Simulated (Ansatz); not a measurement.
Reaction (cleavage of the Si–Si bond): `O[SiH2][SiH2]O` + H₂Se → `O[SiH2][SeH]` + `O[SiH3]`

Computed with Ansatz on PBE0-D4/def2-TZVP structures; ΔE is electronic, products minus reactants. CBS: MP2 limit from def2 TZ/QZ plus the TZ coupled-cluster correction, frozen cores. DFT in def2-TZVPP. For Se outer-core shells are correlated without core-valence functions, which leaves a few kJ/mol of doubt a bond. Scalar relativity is left out up to krypton. One conformer a species, not always the lowest.

`O[SiH2][SiH2]O`:

Z-matrix (Å, degrees):
```
Si
Si 1 2.355
O 1 1.666 2 99.0
H 1 1.492 2 114.6 3 -117.8
H 1 1.492 2 114.8 3 118.1
O 2 1.652 1 104.4 3 4.7
H 2 1.489 1 112.0 3 -115.1
H 2 1.488 1 112.5 3 123.9
H 3 0.958 1 118.7 2 -179.1
H 6 0.962 2 113.9 1 -4.7
```

H₂Se:

```xyz
3

Se    0.479   -0.487   -0.045
H    -0.727   -0.158   -0.814
H     0.248    0.644    0.859
```

`O[SiH2][SeH]`:

Z-matrix (Å, degrees):
```
Si
Se 1 2.282
O 1 1.641 2 113.4
H 1 1.477 2 107.8 3 116.2
H 1 1.484 2 106.6 3 -123.6
H 2 1.468 1 92.5 3 97.5
H 3 0.959 1 117.7 2 -46.2
```

`O[SiH3]`:

Cartesian coordinates in Å:
```
O 1.153 0.088 0.554
Si -0.293 -0.188 -0.187
H 1.328 0.971 0.879
H -1.438 0.077 0.727
H -0.283 -1.615 -0.580
H -0.465 0.668 -1.394
```

```csv
level,ΔE (kcal/mol)
r2SCAN-D4,-19.0
CAM-B3LYP,-18.9
SCS-MP2/def2-TZVPP,-21.4
CCSD/def2-TZVPP,-19.5
```

Problem. What does CCSD(T)/CBS give? (Best estimate.)

Solution. Ansatz gave: -20.1 kcal/mol. The listed levels differ from it by 1.1, 1.2, -1.3, 0.6 kcal/mol.

Largest T1 diagnostic among the species: 0.012.

At CCSD(T), def2-SVP lies +2.9 kcal/mol from the extrapolated value and def2-TZVPP +0.7 kcal/mol. From BLYP to BHLYP (50 % exact exchange), in def2-TZVPP and without D4, ΔE moves by −1.9 kcal/mol. Leaving LDA and LC-ωPBE aside and taking each functional with its dispersion term where it has one, the values, not all of them listed here, spread over 3.3 kcal/mol, from PBE-QIDH to PBE-D4. LDA lies +1.0 kcal/mol from PBE without D4.
